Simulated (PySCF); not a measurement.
Ge(H)2(Me)(NH2) (CH7GeN), SMILES [CH3][GeH2][NH2]. Heavy atoms are numbered as in [GeH2:1]([CH3:2])[NH2:3]. Hydrogens are named by the atom that carries them.

Coordinates come from a PBE0-D3(BJ)/def2-SVP optimisation. The structure was generated by enumeration, and PubChem lists no compound with its InChIKey, so it may never have been made. The values are those of a single conformer.

The numbers are results of PBE/pcSseg-1 in PySCF, not measurements.

GIAO shieldings, no solvent; atoms alike by connectivity are averaged. δ = σ(ref) − σ: ⁷³Ge against GeH4 (σ = 1614.4 ppm); ¹³C against TMS (σ = 182.0 ppm); ¹⁵N against NH3 (σ = 267.0 ppm); ¹H against TMS (σ = 31.49 ppm), references at their B3LYP-D3(BJ)/def2-TZVP geometries, non-relativistic.

Computed chemical shifts:
```csv
nucleus,atoms,count,δ (ppm)
⁷³Ge,Ge1 (GeH2),1,291.4
¹³C,C2 (CH3),1,5.5
¹⁵N,N3 (NH2),1,13.3
¹H,H on Ge1,2,5.03
¹H,H on C2,3,0.59
¹H,H on N3,2,-0.23
```
